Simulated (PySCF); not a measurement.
## RbBr: energy against distance

Set-up: Rb x2c-TZVPPall, Br x2c-TZVPPall; spin-free X2C with a Gaussian nucleus (PySCF 2.14). Energies in eV from Rb + Br in their ground configurations at the same level. State: ¹Σ⁺ (singlet), closed shell.

All columns are PBEsol. A positive dipole means Rb(−)Br(+).

```csv
R (Å),E (eV),μ (D),Mulliken charge on Rb (basis-dependent),HOMO (eV),LUMO (eV),Mayer bond order,⟨S²⟩
2.536,-3.606,-8.13,0.59,-4.93,-1.44,0.82,0.00
2.654,-3.896,-8.77,0.61,-4.95,-1.53,0.77,0.00
2.772,-4.042,-9.38,0.62,-4.82,-1.61,0.74,0.00
2.861,-4.084,-9.83,0.63,-4.71,-1.68,0.72,0.00
2.949,-4.086,-10.27,0.63,-4.60,-1.74,0.71,0.00
3.038,-4.057,-10.71,0.64,-4.50,-1.81,0.70,0.00
3.155,-3.986,-11.29,0.64,-4.37,-1.89,0.69,0.00
3.303,-3.862,-12.00,0.64,-4.23,-2.00,0.68,0.00
3.480,-3.688,-12.85,0.65,-4.06,-2.12,0.67,0.00
3.716,-3.442,-13.94,0.65,-3.87,-2.28,0.65,0.00
```

A fit through these points gives, at Re = 2.908 Å, μ = -10.06 D and dμ/dR = -5.01 D/Å; the reduced mass is 40.9 u.

How strong is the fundamental in the double-harmonic approximation, I = 42.26·(dμ/dR)²/μred km/mol?

I = 42.26·(-5.01)²/40.9 = 25.9 km/mol at PBEsol.
